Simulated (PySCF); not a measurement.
# Cu₃: from structure and modes to constants

Method: UPBE0 in PySCF with Cu def2-TZVP; no relativity; density-fitted integrals.

The doublet minimum has C2v symmetry. Masses (u): Cu 62.92960.

```xyz
3
charge 0 multiplicity 2, angstrom
Cu   -1.2433   -0.3444    0.0000
Cu    0.6217    0.1722    1.3144
Cu    0.6217    0.1722   -1.3144
```

Harmonic wavenumbers (cm⁻¹): 97.5 (a1, ×1), 147.4 (b2, ×1), 240.4 (a1, ×1).

**Question.** Find the principal moments of inertia and the rotational constants. What kind of rotor is it?

**Answer.** About the centre of mass I = 157.12, 217.44, 374.57 u Å². With B = 16.8576/I this gives 0.1073, 0.07753, 0.04501 cm⁻¹. The molecule is an asymmetric top with κ = 0.04.

**Question.** What is the harmonic zero-point energy?

**Answer.** Half the sum of all 3 wavenumbers, 485/2 = 243 cm⁻¹, which is 2.9 kJ/mol (1 cm⁻¹ = 0.0119627 kJ/mol).

**Question.** Find the vibrational entropy and heat capacity at 298.15 K.

**Answer.** With u = 1.43878 ω/T, each mode gives S = R[u/(eᵘ−1) − ln(1−e⁻ᵘ)] and C = R u² eᵘ/(eᵘ−1)².
| ω (cm⁻¹) | u | S (J/(mol K)) | C (J/(mol K)) |
| --- | --- | --- | --- |
| 97.5 | 0.471 | 14.66 | 8.16 |
| 147.4 | 0.712 | 11.32 | 7.97 |
| 240.4 | 1.160 | 7.53 | 7.44 |
The sums over all modes are S = 33.5 and C = 23.6 J/(mol K); the softest mode gives 44 % of the entropy.

**Question.** Give the standard entropy (298.15 K, 1 bar) by its translational, rotational, vibrational and spin parts, and Cp.

**Answer.** Sackur–Tetrode with M = 188.79 u gives 174.2; rotation with symmetry number 2 gives 110.8; vibration 33.5; spin R ln 2 = 5.8. The total is 324.3 J/(mol K), and Cp = 4 R + 23.6 = 56.8 J/(mol K).

Only a few start shapes were tried, so a lower isomer may exist. With open d or f shells other occupations or spin states may lie lower.
